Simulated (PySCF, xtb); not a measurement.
GaHBr₂, SMILES [Br][GaH][Br].

Harmonic wavenumbers (cm⁻¹) from GFN2-xTB run with xtb at its own minimum, in rising order: 75, 257, 313, 328, 505, 1684.

**Question.** What does ωB97X-D3(BJ)/def2-SVP run with PySCF give at its own minimum? (The exact figures need the calculation; the answer reports its results.)

**Answer.** 95, 299, 354, 440, 616, 2086. Paired by order, the mean absolute difference is 121 cm⁻¹ and the zero-point energies are 4.5 and 5.6 kcal/mol.
